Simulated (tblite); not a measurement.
A tight-binding relaxation on `CC#[N+][GaH2-][CH2]CS`.

Computed with GFN2-xTB geometry optimisation, gas phase (tblite 0.8.0). Start geometry: from a force field or distance geometry. The input is one job of a driver script: a line of settings, then coordinates in Å.

Command:
```bash
OMP_NUM_THREADS=1 python probes_run.py task.json out
```

Input:
```
{"job": {"kind": "relax", "xc": "GFN2-xTB", "basis": "xTB"}, "charge": 0, "multiplicity": 1}
C      3.307500     0.631500     0.587300
C      2.056100     0.004400     0.083200
N      1.099100    -0.511000    -0.313400
Ga    -0.448700    -1.323800    -1.005700
C     -1.955300    -0.874600     0.198800
C     -2.285700     0.598500     0.214700
S     -0.867200     1.586900     0.785600
H      4.039600     0.782900    -0.251400
H      3.767600    -0.013700     1.375800
H      3.057500     1.625400     0.978400
H     -0.792200    -0.751900    -2.468900
H     -0.264200    -2.941900    -1.081000
H     -1.823500    -1.215300     1.243200
H     -2.865900    -1.386400    -0.195600
H     -3.147800     0.721800     0.926600
H     -2.659200     0.945600    -0.764800
H     -0.224600     2.133700    -0.322800
```

Output:
```
step      E/eV     max force
  0    -570.14168    1.961
  1    -570.35141    1.364
  2    -570.51293    1.293
  3    -570.52795    3.376
  4    -570.59849    0.751
  5    -570.64789    0.866
  6    -570.69555    0.939
  7    -570.72500    0.527
  8    -570.75038    0.391
  9    -570.76941    0.465
... (97 lines left out)
107    -570.92244    0.151
108    -570.92270    0.048
109    -570.92288    0.051
110    -570.92305    0.033
111    -570.92315    0.025
112    -570.92327    0.019
113    -570.92333    0.013
114    -570.92336    0.014
115    -570.92338    0.009
116    -570.92340    0.009
```

«max force» is the largest atomic force in eV/Å.

From which step on does the largest force stay under 0.1 eV/Å, and how much energy is left to gain from there?

From step 108 (0.048 eV/Å), 0.7 meV above the end.

Summary of the converged run: energy lowered by 18.0 kcal/mol over 116 steps; largest atomic force 0.009 eV/Å at the end.

The run took 3.0 s on AMD EPYC, one thread, shared host with 64 logical CPUs at a one-minute load of 61.
Labels such as C1 count atoms from 1, the log's own numbers from 0.
